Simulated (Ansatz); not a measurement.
`[SiH3]B[CH2][SnH3]` + HI → `[SnH3][I]` + `CB[SiH3]` at 500 K and 1 bar (ligand exchange at the Sn–C bond).

Calculated with Ansatz (gas phase, PBE0-D4/def2-TZVP geometries, no zero-point term in ΔE). CCSD(T)/CBS is the MP2 limit (def2-TZVPP, def2-QZVPP) plus CCSD(T) − MP2 in def2-TZVPP, frozen cores. def2 core potentials past Kr. For I, Sn outer-core shells are correlated without core-valence functions, which leaves a few kJ/mol of doubt a bond. One conformer a species, not always the lowest.

```tsv
species	CCSD(T)/CBS energy (Eh)	H − E (kJ/mol)	S (J/(mol·K))
`[SiH3]B[CH2][SnH3]`	-571.32551	278.3	471.3
HI	-298.03592	28.6	221.6
`[SnH3][I]`	-513.29032	82.4	331.9
`CB[SiH3]`	-356.10570	230.4	372.1
```

H − E and S are ideal-gas, rigid-rotor, harmonic terms from PBE0-D4/def2-TZVP, for one conformer and one mirror image of each species. 1 Eh = 2625.50 kJ/mol, R = 8.31446 J/(mol·K).

Task: By hand: ΔE, ΔH, ΔS and ΔG.

Result: ΔE = (-513.29032) + (-356.10570) − (-571.32551) − (-298.03592) = -0.03459 Eh = -90.8 kJ/mol. Δ(H − E) = 82.4 + 230.4 − 278.3 − 28.6 = 5.9, so ΔH = -84.9 kJ/mol. ΔS = 331.9 + 372.1 − 471.3 − 221.6 = 11.1 J/(mol·K). ΔG = -84.9 − 500 × (11.1)/1000 = -90.5 kJ/mol.

Task: By hand: the equilibrium constant, and the temperature at which ΔG would vanish if ΔH and ΔS stayed fixed.

Result: log₁₀ K = −ΔG/(RT ln 10) = 9.5. ΔH and −TΔS have one sign here, so there is no such temperature.

The number of gas molecules stays the same, so ΔS is small and ΔH decides. A doubt of 5 kJ/mol in ΔE shifts log₁₀ K by 0.5 here. Other conformers and mirror images would add mixing entropy, several J/(mol·K) or more a flexible species. Modes under 60 cm⁻¹, often nearly free rotors, make the harmonic entropy too high. These are equilibria of isolated gas molecules and say nothing of rates. Largest T1 diagnostic: 0.013 (customary marks: 0.02 for closed shells, 0.045 for open ones).

ΔS is within the doubt of such terms, so its sign, and with it that verdict, could turn.
